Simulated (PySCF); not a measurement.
## Tin: a sound run and one with changed settings

Sound run: Sn [Kr] 4d10 5s2 5p2, Sn⁺ [Kr] 4d10 5s2 5p1. All numbers are calculated (PySCF 2.14, a scalar-relativistic core potential, in def2-TZVP with the def2 core potential (28 electrons) (6s5p3d2f, 50 functions)). The sound run starts from symmetry-adapted Hartree-Fock orbitals and uses a fine grid where one is needed.

Changed run: initial guess 1e, at most 8 SCF cycles. This setting is unsound on purpose.

```csv
species,method,sound run (hartree),changed run (hartree),converged
Sn,UHF,-213.33992,-213.33992,no
Sn,M06-L,-214.39908,-214.39908,no
Sn,B3LYP,-214.32749,-214.32749,yes
Sn⁺,UHF,-213.08803,-213.08803,no
Sn⁺,M06-L,-214.14283,-214.14283,no
Sn⁺,B3LYP,-214.06049,-214.06049,yes
```

Ionisation energy of Sn:

| method | sound run (eV) | changed run (eV) |
| --- | --- | --- |
| B3LYP | 7.265 | 7.265 |

The SCF was stopped early; the energies are upper bounds that still move, and correlated levels were skipped or rest on poor orbitals.

For comparison, NIST gives 7.344 eV between the lowest levels.
